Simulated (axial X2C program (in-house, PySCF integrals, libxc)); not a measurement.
**Low determinants of CrI⁺ at the PBE0 level, 2c**

All values were computed with an in-house all-electron X2C program for linear molecules (integrals from PySCF). Two-component (2c) means X2C with spin–orbit coupling and atomic mean-field two-electron Coulomb and Gaunt terms. Basis: I dyall-cv3z [11s12p8d4f1g], Cr dyall-cv3z [9s10p6d3f2g] (cores contracted in-house); Gaussian nuclei, density fitting, unrestricted open shells. Masses: I 126.904 u, Cr 51.941 u.

Search at 2.550 Å (vertical energies from the lowest determinant):

| ΔE (eV) | state | electrons beyond evenly filled partner blocks | electrons in ±ω = 1/2, 3/2, 5/2, 7/2 |
| --- | --- | --- | --- |
| 0.00 | Ω = 1 | ω = -3/2, ω = 5/2 | 50 21 5 0 |
| 0.33 | Ω = 3 | ω = 1/2, ω = 5/2 | 49 22 5 0 |
| 0.39 | Ω = 2 | ω = -1/2, ω = 5/2 | 49 22 5 0 |
| 0.80 | Ω = 4 | ω = 3/2, ω = 5/2 | 50 21 5 0 |
| 1.82 | Ω = 0 | 2 × ω = 1/2, ω = 3/2, ω = -5/2 | 50 21 5 0 |
| 1.93 | Ω = 2 | 2 × ω = 1/2, ω = -3/2, ω = 5/2 | 50 21 5 0 |
| 2.97 | Ω = 3 | ω = 1/2, ω = 5/2 | 51 20 5 0 |

Lowest determinant, Ω = 1 (⟨Sz⟩ = 2.00, ⟨Lz⟩ = -1.00 at PBE0): Re = 2.499 Å, ωe = 251.4 cm⁻¹.

The determinant in row 2 of the search, Ω = 3 (⟨Sz⟩ = 2.04, ⟨Lz⟩ = 0.96 at PBE0), was followed along the bond at PBE0; measured from the minimum of the lowest determinant it gives:

Te = 0.317 eV (2555 cm⁻¹), Re = 2.478 Å, ωe = 263.3 cm⁻¹.

Q: Compare the bond of the determinant in row 2 with that of the lowest one.

A: At PBE0 its Re is 0.021 Å shorter and its force constant, which goes as ωe², is 1.10 times that of the lowest determinant. T0 ≈ Te + Δωe/2 = 2555 + (6) = 2561 cm⁻¹.

The search compares states at one distance, so a state with another bond length can lie lower; it is not exhaustive and yields mostly the lowest determinant of each block pattern, so other components and higher states of one pattern are missing. These are energies of single determinants, not of spin-adapted states; PBE0 term energies can be off by some tenths of an eV, and the functional has no current term. Open-shell Ω = 0 determinants with evenly filled partner blocks cannot be reached by this program, so the Ω shown need not be the lowest component. The lowest determinant need not be the ground state where others lie within half an eV.
